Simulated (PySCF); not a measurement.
B(Cl)(F)(OAc) (C2H3BClFO2), SMILES CC(OB(Cl)F)=O.

The structure is a stationary point at TPSSh-D3(BJ)/def2-SVP. The structure was generated by enumeration, and PubChem lists no compound with its InChIKey, so it may never have been made. One conformer was computed; it need not be the lowest.

Vertical ionisation energy (IE) and electron affinity (EA) in eV. Rows of orbital energies are one-electron estimates. Where ΔSCF, EOM or ADC give a negative EA the extra electron is unbound and the value depends on the basis.

| level | IE | EA |
|---|---|---|
| −ε(HOMO), −ε(LUMO), PBE0/def2-TZVP (PySCF) | 8.71 | 0.93 |
| −ε(HOMO), −ε(LUMO), PBE/def2-TZVP (PySCF) | [?] | [?] |

### Question
Complete the blanks. (An estimate is asked for; the answer gives what the named calculation found.)

### Answer

- −ε(HOMO), −ε(LUMO), PBE/def2-TZVP (PySCF), IE: 7.01
- −ε(HOMO), −ε(LUMO), PBE/def2-TZVP (PySCF), EA: 2.04
